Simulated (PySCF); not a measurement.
## Ionisation energy of Ca⁶⁺ by level of theory

Ca⁶⁺ [Ne] 3s2 3p2 (3P) → Ca⁷⁺ [Ne] 3s2 3p1 (2P), as a difference of total energies. Computed with PySCF 2.14 in an uncontracted even-tempered set (20 s from 0.19 bohr⁻², ratio 2.5; 13 p from 0.24 bohr⁻², ratio 2.5; 5 d from 1.9 bohr⁻², ratio 2.7; 5 f from 2.9 bohr⁻², ratio 2.7), with scalar relativity by spin-free X2C-1e. Correlated levels: outer shells: 1s2 frozen; virtual orbitals above 40 to 60 times the deepest correlated orbital energy dropped. The calculations carry no spin-orbit coupling.

Q: Order these methods by the ionisation energy they give, lowest first.
A. PW91
B. MP2 (outer shells)
C. r2SCAN0
D. PBE0

A: B (126.99 eV), D (127.34 eV), A (127.44 eV), C (127.51 eV).

A first-order spin-orbit estimate (lowest level to lowest level, LS coupling) adds -0.023 eV.

For comparison: 127.21 ± 0.25 eV (semi-empirical (NIST evaluation); NIST Atomic Spectra Database, ionization energies).
